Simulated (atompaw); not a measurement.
# Before and after: PAW (atompaw) potential for Ce (Z = 58)

```json
{
  "Element": "Ce (Z = 58)",
  "Generator": "atompaw 4.2.0.5",
  "Type": "PAW",
  "Functional": "PBEsol",
  "Relativity": "scalar-relativistic",
  "Frozen core": "[Kr] 4d10",
  "Valence charge": "12",
  "Reference configuration": "4f1 5s2 5p6 5d1 6s1.5 6p0 (charge +0.5)",
  "Partial waves": "5s (bound); 6s (bound); 5p (bound); 6p (bound, empty); 5d (bound); 5d channel at 0.05 Ry; 4f (bound); 4f channel at 2.4 Ry",
  "Local potential": "vpsmatchnc scheme with l = 4 at -0.5 Ry, radius 2.75 bohr",
  "Core correction": "smooth core density matched at 1.55 bohr",
  "Augmentation charge": "sinc compensation charge, radius 2.25 bohr; PAW radius 3.00 bohr; waves and projectors: bloechl"
}
```

Change: local potential troulliermartins scheme with l = 4 at -0.5 Ry, radius 2.75 bohr.

Cutoffs: the cutoffs (Ry, on a coarse ladder) from which the occupation-weighted sum of valence levels, in a spherical-Bessel basis at the reference potential, stays within 10 and 1 mRy of its value at 400 Ry; they do not see the model core or the augmentation charge, which bear on the density cutoff.

What does the change do?

The potential gets softer (35 Ry and 45 Ry → 25 Ry and 35 Ry); the range in which the s phases agree widens (upper end 0.0 → 2.2); the range in which the p phases agree widens (upper end 1.0 → 4.3); neither file shows a bound ghost.

```csv
quantity,base,changed
"cutoff, loose",35 Ry,25 Ry
"cutoff, tight",45 Ry,35 Ry
loose cutoff by channel (10 mRy a level),"s 25 Ry, p 25 Ry, d 12 Ry, f 30 Ry","s 10 Ry, p 12 Ry, d 10 Ry, f 21 Ry"
bound ghosts,none,none
s: phases at 3.01 bohr within 0.05 rad from the reference energy up to (Ry; the scan ends near 5),0.0,2.2
p: phases at 3.01 bohr within 0.05 rad from the reference energy up to (Ry; the scan ends near 5),1.0,4.3
d: phases at 3.01 bohr within 0.05 rad from the reference energy up to (Ry; the scan ends near 5),0.6,0.8
f: phases at 3.01 bohr within 0.05 rad from the reference energy up to (Ry; the scan ends near 5),0.8,0.7
lowest overlap eigenvalue by channel,"s 0.19, p 0.46, d 0.01, f 1.00","s 0.45, p 0.69, d 0.01, f 1.00"
```

 The cutoffs see the waves, projectors and local potential, not the compensation charge or the core.
